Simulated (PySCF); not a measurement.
# One molecule, several mistakes: Al2H3NO

Calculated results; nothing here was measured. They come from PySCF 2.14.0, an open-source quantum chemistry program, on an isolated molecule that a program drew, which may never have been made. The molecule is Al2H3NO (charge 0, singlet), drawn as the SMILES string `[NH2][AlH][Al]=[O]`.

Each row is a Hartree-Fock (HF) and frozen-core CCSD(T) single point in the cc-pV(D+d)Z basis, meant for a local HF minimum. Run 1 is clean. Each other run has one planted mistake out of seven kinds, and not every kind appears here: one electron removed, one electron added, multiplicity raised by two, geometry at a saddle point, minimal basis STO-3G, one bond length entered in bohr, all coordinates scaled. The reference is restricted for singlets and unrestricted otherwise, and also for a bond in bohr. Adding or removing an electron swaps singlet and doublet. Electrons count all cores. HOMO and LUMO are orbital energies over both spins, the gradient is its largest component, and the lowest frequency (negative if imaginary) is given only where the gradient is small. Bond lengths are over the 6 bonds as drawn. T1 is the CCSD diagnostic: over 0.02 (restricted) or 0.045 (unrestricted) a single reference is doubtful.

Geometry of the clean run:
```xyz
7
Al2H3NO, angstrom
N    -0.0670    1.8961    0.7756
Al   -1.7064    2.0419    0.1631
Al   -3.6424    1.6391    1.8489
O    -4.8050    1.3916    2.8838
H     0.2007    1.6717    1.7159
H     0.7583    2.0291    0.2188
H    -1.9661    2.4017   -1.3454
```

| run | electrons | basis functions | <S^2> | HOMO (eV) | LUMO (eV) | gradient (hartree/bohr) | lowest frequency (cm^-1) | mean bond (Å) | longest bond (Å) | T1 | HF (hartree) | CCSD(T) (hartree) | mistake |
|---|---|---|---|---|---|---|---|---|---|---|---|---|---|
| 1 | 44 | 89 | 0.000 | -10.26 | 0.27 | 2.0e-05 | 102 | 1.5851 | 2.599 | 0.0298 | -614.92294 | -615.45524 | no fault |
| 2 | 44 | 89 | 0.000 | -10.65 | 0.41 | 9.1e-02 | - | 1.4900 | 2.443 | 0.0260 | -614.89148 | -615.41147 | all coordinates scaled |
| 3 | 44 | 89 | 2.036 | -5.83 | 0.13 | 1.1e-01 | - | 1.5851 | 2.599 | 0.0195 | -614.86204 | -615.32918 | multiplicity raised by two |
| 4 | 43 | 89 | 0.755 | -15.34 | -6.03 | 8.3e-02 | - | 1.5851 | 2.599 | 0.0196 | -614.66504 | -615.12518 | ? |

**Which mistake was planted in run 4, and what did it cost?**

It counts 43 electrons, one fewer than the clean run, at the same geometry and basis. So the mistake is: one electron removed. Subtracting run 1 and multiplying by 627.51 kcal/mol a hartree, the energy moved by 161.8 kcal/mol in HF and 207.1 kcal/mol in CCSD(T).

Cautions from the logs. Run 1: T1 is over the limit, so its CCSD(T) energy is less reliable; run 2: T1 is over the limit, so its CCSD(T) energy is less reliable.
